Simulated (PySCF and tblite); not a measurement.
Values are calculated unless marked as measured or tabulated.
Molecule: C₆H₁₀NO (charge -1), numbered as in [CH2:1]=[C:2]([O-:3])[C:4]1([NH2:5])[CH2:6][CH2:7][CH2:8]1; H are named by their carrier, a and b as at the first point (Å):

```
C1      -1.691    1.122    0.827
C2      -1.565    0.059    0.004
O3      -2.497   -0.595   -0.577
C4      -0.126   -0.459   -0.316
N5      -0.238   -1.708   -1.099
C6       0.873   -0.532    0.860
C7       1.720    0.572    0.218
C8       0.789    0.591   -1.000
H1a     -2.662    1.527    1.068
H1b     -0.838    1.626    1.255
H5a     -1.258   -1.583   -1.340
H5b     -0.398   -2.392   -0.351
H6a      0.446   -0.284    1.832
H6b      1.385   -1.494    0.928
H7a      1.723    1.506    0.782
H7b      2.754    0.293    0.003
H8a      0.305    1.547   -1.195
H8b      1.243    0.216   -1.917
```

The mean out-of-plane torsion at N5 (0° is planar) is held and the rest relaxed at GFN2-xTB. Energies: B3LYP/pcSseg-1 + D3(BJ), IEF-PCM benzene. Couplings: B3LYP/6-31G* with H pcJ-1 N pcJ-1, gas phase, for ¹H, ¹⁵N. Programs: tblite and PySCF.

The ion is treated without a counter-ion.

(1) How do the most sensitive couplings change along the out-of-plane angle?

(2) Set ³J(H7a,H8b) against its H–C–C–H torsion.

## Answers

(1) 
```csv
out-of-plane angle °,"¹J(N5,H5a)","¹J(N5,H5b)","²J(H5a,H5b)","³J(N5,H6a)","³J(N5,H8a)","³J(N5,H8b)","³J(N5,H6b)","²J(H8a,H8b)","³J(H7a,H8b)"
-49,-47.1,-46.2,-18.4,-0.8,-1.8,-3.2,-2.5,-11.6,6.7
-30,-76.1,-73.2,-0.1,-0.5,-1.8,-3.4,-2.5,-12.3,6.9
0,-100.6,-94.6,17.8,-1.3,-1.3,-2.9,-2.9,-12.3,6.7
30,-76.0,-73.2,-0.2,-1.8,-0.5,-2.5,-3.3,-12.2,6.3
49,-47.1,-46.2,-18.4,-1.8,-0.8,-2.5,-3.2,-11.8,6.5
```
Values in Hz.

(2) 131°: 6.3 Hz, 132°: 6.5 Hz, 132°: 6.7 Hz, 132°: 6.7 Hz, 132°: 6.9 Hz.
